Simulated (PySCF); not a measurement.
C2H9BN2. Atoms are numbered in the order given.

```xyz
14

B      0.0735     0.2078    -1.0751
H      0.5327    -0.4530    -1.9823
N     -0.4763     1.4730    -1.3897
H     -0.4867     1.8140    -2.3404
H     -0.8867     2.1192    -0.7285
N      0.1234    -0.3415     0.2350
C      0.7001    -1.6378     0.5028
C     -0.3791     0.3144     1.4173
H      1.5521    -1.5691     1.2088
H     -0.0391    -2.3292     0.9550
H      1.0641    -2.0878    -0.4306
H     -1.1653    -0.2875     1.9149
H      0.4222     0.4816     2.1643
H     -0.8161     1.2935     1.1764
```
Charge 0, spin multiplicity 1.

Geometry optimised at r2SCAN-D4/def2-SVP. This is a generated structure with no PubChem entry under its InChIKey; it may be hypothetical. The values are those of a single conformer.

Calculation: r2SCAN-D4/def2-SVP (PySCF 2.14.0).

Frequencies are harmonic and unscaled.

Question: Give all harmonic wavenumbers and intensities. (Estimate from the structure and the level; the computed values follow.)

Answer: 
```csv
mode,ν (cm⁻¹),IR (km/mol),Raman (Å⁴/amu),depolarisation,moving atoms (share of kinetic energy)
1,36,3.5,0.8,0.75,"H 80 %, N 15 %"
2,185,0.9,0.1,0.75,"H 76 %, N 13 %, C 9 %"
3,226,6.8,2.3,0.75,"H 70 %, B 18 %, N 8 %"
4,271,0.1,0.0,–,"H 57 %, N 36 %"
5,275,1.1,0.2,0.51,"N 34 %, C 32 %, H 31 %"
6,338,178.6,0.8,0.75,"H 78 %, N 21 %"
7,401,0.6,1.7,0.48,"C 40 %, H 40 %, N 13 %"
8,495,1.1,1.5,0.36,"H 34 %, N 29 %, C 20 %, B 17 %"
9,538,2.8,0.2,0.75,"H 70 %, B 20 %, N 10 %"
10,766,3.8,6.2,0.12,"H 42 %, C 32 %, N 13 %, B 13 %"
11,891,10.6,1.0,0.75,"H 72 %, B 26 %"
12,942,1.5,2.5,0.38,"H 59 %, C 18 %, B 12 %, N 12 %"
13,1077,13.8,6.4,0.53,"H 71 %, C 22 %"
14,1078,25.3,7.1,0.61,"H 66 %, C 25 %"
15,1111,0.0,1.7,0.75,"H 79 %, C 20 %"
16,1131,11.4,6.3,0.21,"H 57 %, B 22 %, N 18 %"
17,1165,1.6,0.3,0.75,"H 69 %, C 20 %, N 11 %"
18,1249,37.1,1.7,0.37,"N 49 %, C 24 %, H 18 %, B 9 %"
19,1301,58.9,5.6,0.31,"N 38 %, H 30 %, B 21 %, C 12 %"
20,1420,2.3,15.5,0.73,"H 85 %, C 13 %"
21,1439,94.8,8.5,0.17,"H 65 %, C 21 %, N 8 %"
22,1447,1.2,32.4,0.75,H 97 %
23,1458,14.1,4.3,0.75,H 97 %
24,1467,64.8,26.5,0.65,"H 78 %, B 13 %"
25,1478,11.6,6.8,0.75,H 95 %
26,1541,57.1,10.1,0.75,"H 66 %, N 22 %, B 12 %"
27,1607,315.9,7.7,0.61,"H 60 %, N 24 %, B 16 %"
28,2568,158.9,76.8,0.24,"H 91 %, B 9 %"
29,2966,76.4,60.1,0.23,H 97 %
30,2976,113.8,309.0,0.02,H 97 %
31,3021,99.1,210.7,0.75,"H 91 %, C 9 %"
32,3032,10.7,49.7,0.75,"H 90 %, C 10 %"
33,3139,27.3,57.7,0.60,"H 91 %, C 9 %"
34,3150,13.2,62.1,0.61,"H 91 %, C 9 %"
35,3620,28.9,123.3,0.12,H 96 %
36,3729,32.2,70.6,0.68,"H 91 %, N 9 %"
```
